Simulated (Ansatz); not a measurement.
Geometry optimisation, Ansatz, RKS B3LYP/def2-SVP.

The input (input.yaml):

```yaml
crystal:
  periodic: [false, false, false]
  atoms:
    - { symbol: Ge, position_ang: [-0.228113, -0.276945, -0.274564] }
    - { symbol: H, position_ang: [-0.100948, -0.364185, 1.264671] }
    - { symbol: Cl, position_ang: [1.732583, -0.613266, -1.16251] }
    - { symbol: H, position_ang: [-0.772382, 1.077965, -0.747382] }
    - { symbol: H, position_ang: [-1.118849, -1.439715, -0.761567] }
    - { symbol: O, position_ang: [1.121276, 1.81831, 1.357025] }
    - { symbol: Si, position_ang: [2.695023, 1.782264, 1.956194] }
    - { symbol: H, position_ang: [3.206722, 0.380416, 2.075974] }
    - { symbol: H, position_ang: [3.528888, 2.557641, 1.002098] }
    - { symbol: H, position_ang: [2.773746, 2.409459, 3.311691] }
    - { symbol: H, position_ang: [0.458655, 1.308155, 1.87307] }
basis:
  gaussian: { orbitals: def2-SVP }
hamiltonian:
  xc: b3lyp
relax:
  f_tol: 0.03
  max_steps: 50
```

Run as:

```bash
$ ansatz run input.yaml --threads 4 --pin off --max-ram 5120MiB --backend cpu --events-out ev --progress --plain --runs-dir out
```

Q: Where does it end, and by what steps?

A: The forces met the threshold. The force dipped under the threshold on the way, but the program's further checks kept it going. After 16 steps the energy has fallen by 0.137 eV; H11 moved furthest, 0.84 Å.

| step | energy less start (eV) | largest force component (eV/Å) | accepted |
| --- | --- | --- | --- |
| 0 | 0.0000 | 0.633 | yes |
| 1 | -0.0734 | 0.223 | yes |
| 2 | -0.0848 | 0.163 | yes |
| 3 | -0.0957 | 0.080 | yes |
| 4 | -0.1008 | 0.038 | yes |
| 5 | -0.1129 | 0.309 | yes |
| 6 | -0.1179 | 0.228 | yes |
| 7 | -0.1233 | 0.100 | yes |
| 8 | -0.1270 | 0.102 | yes |
| 9 | -0.1283 | 0.131 | yes |
| 10 | -0.1310 | 0.090 | yes |
| 11 | -0.1340 | 0.025 | yes |
| 12 | -0.1349 | 0.013 | yes |
| 13 | -0.1351 | 0.114 | yes |
| 14 | -0.1360 | 0.055 | yes |
| 15 | -0.1363 | 0.015 | yes |
| 16 | -0.1369 | 0.019 | yes |

```xyz
11
Properties=species:S:1:pos:R:3
Ge -0.297 -0.331 -0.422
H -0.726 -0.717 1.001
Cl 1.829 -0.806 -0.641
H -0.499 1.156 -0.732
H -1.026 -1.213 -1.453
O 1.053 1.590 1.846
Si 2.716 1.819 1.894
H 3.446 0.586 2.304
H 3.124 2.240 0.533
H 3.055 2.896 2.874
H 0.619 1.418 2.691
```

Whether the end is a true minimum wasn't checked by a vibrational analysis.

Run time: 38 s on 4 threads of Arm Neoverse V1, on a shared host, peak memory 0.3 GiB.
